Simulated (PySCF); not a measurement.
## Functional dependence of a UV spectrum

C2H9BS.
Structure used (PBE0-D3(BJ)/def2-SVP), in Å, numbered top down from 1:
```xyz
13
C2H9BS angstrom
B     -0.4448    1.6601    0.3439
S     -0.1717   -0.1895    0.8779
C      1.5139   -0.5353    0.3556
C     -1.0925   -1.1274   -0.3496
H     -0.1291    1.7024   -0.8372
H      0.2956    2.2687    1.1004
H     -1.6311    1.8347    0.5735
H      1.6484   -0.2217   -0.6892
H      1.7399   -1.6025    0.4861
H      2.1701    0.0635    1.0006
H     -0.8263   -0.7783   -1.3571
H     -0.8947   -2.2015   -0.2315
H     -2.1558   -0.9244   -0.1653
```

Linear-response calculations in the def2-SVPD basis (PySCF; singlets by full response, triplets Tamm–Dancoff, core orbitals frozen in the response; HF means time-dependent Hartree–Fock). 'Strongest' is the level of largest summed f among the singlets computed (10 roots, of which the last may lack a degenerate partner); it can jump between rows when another state enters that window. S1 is the lowest singlet of each run and needn't be the same state throughout; f(S1) is that of one state. Isolated species at its PBE0-D3(BJ)/def2-SVP geometry, gas phase.

```json
{"functional": "LDA", "kind": "LDA", "S1 (eV)": "6.09", "f(S1)": "0.016", "strongest (eV)": "7.19", "T1 (eV)": "5.80", "HOMO (eV)": "-6.61", "gap (eV)": "5.93", "ionisation energy, ΔSCF (eV)": "9.75"}
{"functional": "PBE", "kind": "GGA", "S1 (eV)": "6.13", "f(S1)": "0.017", "strongest (eV)": "7.19", "T1 (eV)": "5.78", "HOMO (eV)": "-6.56", "gap (eV)": "6.00", "ionisation energy, ΔSCF (eV)": "9.67"}
{"functional": "B3LYP", "kind": "global hybrid, 20% exact exchange", "S1 (eV)": "6.69", "f(S1)": "0.019", "strongest (eV)": "7.74", "T1 (eV)": "6.18", "HOMO (eV)": "-7.64", "gap (eV)": "7.65", "ionisation energy, ΔSCF (eV)": "9.96"}
{"functional": "PBE0", "kind": "global hybrid, 25% exact exchange", "S1 (eV)": "6.83", "f(S1)": "0.019", "strongest (eV)": "7.93", "T1 (eV)": "6.22", "HOMO (eV)": "-7.82", "gap (eV)": "8.11", "ionisation energy, ΔSCF (eV)": "9.94"}
{"functional": "BHandHLYP", "kind": "global hybrid, 50% exact exchange", "S1 (eV)": "7.22", "f(S1)": "0.018", "strongest (eV)": "8.47", "T1 (eV)": "6.52", "HOMO (eV)": "-9.03", "gap (eV)": "9.77", "ionisation energy, ΔSCF (eV)": "10.08"}
{"functional": "CAM-B3LYP", "kind": "range-separated hybrid", "S1 (eV)": "7.03", "f(S1)": "0.017", "strongest (eV)": "8.05", "T1 (eV)": "6.38", "HOMO (eV)": "-9.21", "gap (eV)": "10.11", "ionisation energy, ΔSCF (eV)": "10.12"}
{"functional": "wB97X-D", "kind": "range-separated hybrid", "S1 (eV)": "7.08", "f(S1)": "0.016", "strongest (eV)": "8.21", "T1 (eV)": "6.49", "HOMO (eV)": "-9.70", "gap (eV)": "11.56", "ionisation energy, ΔSCF (eV)": "10.08"}
{"functional": "LC-wPBE", "kind": "range-separated hybrid", "S1 (eV)": "7.30", "f(S1)": "0.014", "strongest (eV)": "8.70", "T1 (eV)": "6.49", "HOMO (eV)": "-10.56", "gap (eV)": "12.44", "ionisation energy, ΔSCF (eV)": "10.28"}
{"functional": "HF", "kind": "Hartree–Fock", "S1 (eV)": "7.83", "f(S1)": "0.021", "strongest (eV)": "9.17", "T1 (eV)": "6.78", "HOMO (eV)": "-10.86", "gap (eV)": "12.93", "ionisation energy, ΔSCF (eV)": "not settled"}
```

S1 runs from 6.09 eV (LDA) to 7.83 eV (HF), a spread of 1.74 eV, while the orbital gap spreads over 7.0 eV. Along PBE (0%), B3LYP (20%), PBE0 (25%), BHandHLYP (50%), HF (100%) S1 rises with the share of exact exchange. −ε(HOMO) comes closest to its own ΔSCF ionisation energy with LC-wPBE (+0.28 eV) and misses most with LDA (-3.13 eV). 'Not settled' means that the ion's SCF failed to converge or may have ended in another state than the lowest.

Without π bonds the low states are Rydberg-like; a valence basis with one diffuse set may place them up to an eV too high.
